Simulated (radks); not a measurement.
All-electron atom: Ti0.75+ in [Ar] 3d(3/2: 1.25, 5/2: 0) 4s2 (fractional occupations, a model configuration).

Calculated with a radial shooting solver on a logarithmic mesh with Libxc functionals: Dirac Kohn-Sham, PBE, spin-unpolarised, spherical densities, point nucleus.

Energy parts (eV):
total: -23220.758
kinetic: 23448.127
electron-nucleus: -55049.043
Hartree: 9513.666
exchange-correlation: -1133.508

Orbitals (lengths in bohr, moments of r in powers of bohr; <r^-3> diverges for s and p1/2):
orbital  occ.  eigenvalue (eV)  <r^-3>  small-component weight
1s1/2       2        -4877.565       -                6.21e-03
2s1/2       2        -546.8960       -                1.08e-03
2p1/2       2        -458.0196       -                1.06e-03
2p3/2       4        -452.2505   259.9                1.05e-03
3s1/2       2         -71.9654       -                2.25e-04
3p1/2       2         -48.4660       -                1.95e-04
3p3/2       4         -47.7909   30.61                1.93e-04
3d3/2    1.25         -12.6425   2.280                1.14e-04
3d5/2       0         -12.5877   2.255                1.13e-04
4s1/2       2          -9.8861       -                3.02e-05

The highest occupied level is 4s1/2 at -9.886 eV. The configuration is held as typed, so some empty levels lie below it. The density falls to 0.001 e/bohr^3 at r = 4.52 bohr. Summed over all electrons, <r^2> = 36.46 bohr^2, which gives a Langevin (diamagnetic) susceptibility term of -28.9 x 10^-6 cm^3/mol.
